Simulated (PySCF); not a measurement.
# Two-component Hartree-Fock for B²⁺ (boron, charge +2)

Start: [He] 2s1; 2s1/2 filled at m_j = +1/2. Calculated with PySCF 2.14 in x2c-TZVPall-2c (5s3p2d1f, 31 functions): generalised Hartree-Fock with the X2C-1e Hamiltonian and a Gaussian nucleus; one run each with spin-orbit coupling (SO) switched off, then screened by Boettger's factors.

```tsv
spinor shell	electrons	ε, spin-free (eV)	ε, screened SO (eV)	weight of nominal j (screened SO)	rms radius, screened SO (bohr)
1s1/2	2	-239.77	-239.77	1.000	0.377
2s1/2	1	-37.825	-37.825	1.000	1.77
```

```csv
quantity,spin-free,screened SO
E (hartree),-23.38199,-23.38199
M_J,1/2,1/2
⟨J²⟩,0.750,0.750
⟨L²⟩,0.000,0.000
⟨S²⟩,0.750,0.750
```

Each row is a mean over spinors that exchange with the open shell spreads, by up to 1.713 eV (1s1/2).

Without spin-orbit coupling the j labels of p, d and f shells carry no meaning; the spin-free column gives the mean over the occupied spinors of each nl shell.
